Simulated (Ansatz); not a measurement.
Molecule: C$_{4}$H$_{5}$OSi, charge 0, multiplicity 2. It need not be the lowest isomer of its formula. 
Coordinates optimised at B3LYP-D3(BJ)/def2-TZVP (Ansatz, a program for electronic structure):
```
C
C 1 1.3673
O 2 1.3594 1 112.37
H 2 1.0768 3 115.58 1 180.00
C 3 1.3775 2 106.89 4 -180.00
C 5 1.3430 3 107.50 2 0.00
H 5 1.0737 6 135.79 1 180.00
Si 1 1.8554 2 126.78 4 0.00
H 8 1.4806 1 110.73 2 119.83
H 8 1.4806 9 108.46 1 -121.69
H 8 1.4809 9 109.48 10 -119.40
```
Charge 0, spin multiplicity 2.

Total electronic energies in hartree. Cores are frozen in the correlated levels unless marked. Open shells are spin-unrestricted. Spin-orbit coupling is left out. Non-relativistic. CBS marks a two-point X^-3 extrapolation of the correlation energy; Hartree-Fock from the larger set.

The UHF reference is spin-contaminated (<S^2> 0.31 over the pure value in the largest basis). 

```tsv
level	program	energy (Eh)
PBE-D4/def2-TZVPD	Ansatz + dftd4	[?]
revPBE/def2-TZVPD	Ansatz	[?]
B97M-V/def2-TZVPD	Ansatz	-520.02862
PBE0/def2-SVP	Ansatz	-519.37652
r2SCANh-D4/def2-TZVPD	Ansatz + dftd4	[?]
RPA@PBE/cc-pV(Q+d)Z	Ansatz	-519.78724
SCS-MP2/6-31G	Ansatz	-518.37503
CCSD(T) with core electrons (1s frozen past Ne)/cc-pwCVTZ	Ansatz	-519.71935
CCSD(T)/CBS(cc-pV(T+d)Z,cc-pV(Q+d)Z)	Ansatz	-519.3185
```

Problem. Fill in the missing entries.

Solution. 
- PBE-D4/def2-TZVPD, energy (Eh): -519.70175
- revPBE/def2-TZVPD, energy (Eh): -519.99699
- r2SCANh-D4/def2-TZVPD, energy (Eh): -519.95844
